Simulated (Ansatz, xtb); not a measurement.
# Relative energy of two isomers of C6H3FN2

Structure a is `N#Cc1cnccc1F`, a singlet and structure b is `N#CC1=C/C(=C/F)C=N1`, a singlet. Both are isolated molecules in the gas phase, relaxed with B3LYP/def2-SVP.

Which of the two would you expect CCSD(T)/def2-SVP + ΔMP2/def2-TZVPP electronic energies to favour?

Structure a; the calculation gives E(b) − E(a) = +121.2 kJ/mol.

The same difference at several levels:

| level | geometry | E(b) − E(a) (kJ/mol) | departure from the last row (kJ/mol) | job, with rough time for the two |
| --- | --- | --- | --- | --- |
| GFN2-xTB | GFN2-xTB | +130.7 | +9.5 | optimisation, 0.11 s |
| HF/STO-3G | GFN2-xTB | +149.0 | +27.8 | single point, 0.36 s |
| r2SCAN-D4/def2-SVP | GFN2-xTB | +134.4 | +13.2 | single point, 3.5 s |
| B3LYP/def2-SVP | B3LYP/def2-SVP | +132.5 | +11.2 | optimisation, 27 s |
| HF/def2-SVP | B3LYP/def2-SVP | +141.9 | +20.7 | part of the CCSD(T) run |
| MP2/def2-SVP | B3LYP/def2-SVP | +133.8 | +12.6 | part of the CCSD(T) run |
| CCSD(T)/def2-SVP | B3LYP/def2-SVP | +124.9 | +3.7 | single point |
| CCSD(T)/def2-SVP + ΔMP2/def2-TZVPP | B3LYP/def2-SVP | +121.2 |  | single point, 83 s |

As drawn, b has 2 C–C, 2 C=C, 1 C=N, 1 C–N in place of 4 C∷C, 2 C∷N (∷ is an aromatic bond). Structure a has a 6-membered ring (with an aromatic ring), b a 5-membered ring.

The levels shown agree on the order. The largest departure from CCSD(T)/def2-SVP + ΔMP2/def2-TZVPP is that of HF/STO-3G, 27.8 kJ/mol. The last row adds to CCSD(T) the change of the MP2 difference between the two basis sets, here −3.7 kJ/mol.

With thermal terms from frequencies at re-optimised GFN2-xTB minima (ideal gas, soft modes damped towards free rotors, one conformer each, 298.15 K, 1 atm): the zero-point term adds −3.5 kJ/mol; ΔH is +119.1 and ΔG +115.6 kJ/mol.

The correlated steps freeze 9 core orbitals. Run with Ansatz 0.2.0, xtb 6.7.1; the last row on 4 threads of Arm Neoverse V2 on a shared host.
